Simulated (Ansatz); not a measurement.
GeO₂ (the lowest singlet isomer of a short search), 3 atoms. Hardware: 4 threads of Arm Neoverse V2 on a shared host.

Correlated methods freeze 11 core orbitals; core or outer-core shells of Ge are correlated, in sets that lack core-valence functions. In CCSD on the charge 1 doublet the largest single amplitude is 0.29, so its Hartree–Fock determinant may place the open shell otherwise than the density functionals do.

(1) How many basis functions does each of these Ansatz runs have, and roughly what does it cost? CCSD(T)/def2-TZVPP, charge 1 doublet at the geometry of the charge 0 singlet, energy, from earlier orbitals; r2SCAN-D4/def2-TZVP, charge 0 triplet, energy, from earlier orbitals; HF/STO-3G, charge 0 singlet, energy; CCSD(T)/def2-TZVPD, charge 0 singlet, energy, from earlier orbitals; r2SCAN-D4/def2-TZVP, charge 0 singlet, energy, from earlier orbitals; PBE-D4/def2-TZVPD, charge 0 singlet, energy, from earlier orbitals; HSE06-D4/def2-TZVP, charge 0 quintet, energy, from earlier orbitals; PBE-D4/def2-SVP, charge 0 singlet, energy, from earlier orbitals; r2SCAN0-D4/def2-TZVP, charge 0 triplet, energy, from earlier orbitals; HF/STO-3G, charge 0 triplet, energy; RPA@PBE/def2-TZVP, charge 0 triplet, energy, from earlier orbitals; CCSD(T)/def2-TZVPP, charge 0 singlet, energy, from earlier orbitals.

Results:

(1) Other jobs shared the machine, so times can vary by a factor of up to 3. A dash marks memory too small to be measured apart from the calling script's.

| run | functions | fitting or Cholesky vectors | wall time | peak host memory (GiB) |
| --- | --- | --- | --- | --- |
| HF/STO-3G, charge 0 singlet, energy | 28 | 322 | 0.1 s | – |
| HF/STO-3G, charge 0 triplet, energy | 28 | 325 | 0.1 s | – |
| PBE-D4/def2-SVP, charge 0 singlet, energy, from earlier orbitals | 60 | 637 | 0.3 s | – |
| PBE-D4/def2-TZVPD, charge 0 singlet, energy, from earlier orbitals | 134 | 741 | 0.55 s | – |
| r2SCAN-D4/def2-TZVP, charge 0 singlet, energy, from earlier orbitals | 110 | 660 | 0.95 s | – |
| RPA@PBE/def2-TZVP, charge 0 triplet, energy, from earlier orbitals | 110 | 727 | 1.1 s | – |
| CCSD(T)/def2-TZVPP, charge 0 singlet, energy, from earlier orbitals | 110 | 731 | 1.8 s | – |
| CCSD(T)/def2-TZVPD, charge 0 singlet, energy, from earlier orbitals | 134 | 848 | 2.1 s | – |
| r2SCAN-D4/def2-TZVP, charge 0 triplet, energy, from earlier orbitals | 110 | 660 | 2.1 s | – |
| HSE06-D4/def2-TZVP, charge 0 quintet, energy, from earlier orbitals | 110 | 703 | 2.6 s | – |
| r2SCAN0-D4/def2-TZVP, charge 0 triplet, energy, from earlier orbitals | 110 | 703 | 4.6 s | – |
| CCSD(T)/def2-TZVPP, charge 1 doublet at the geometry of the charge 0 singlet, energy, from earlier orbitals | 110 | 731 | 7 s | 0.68 |
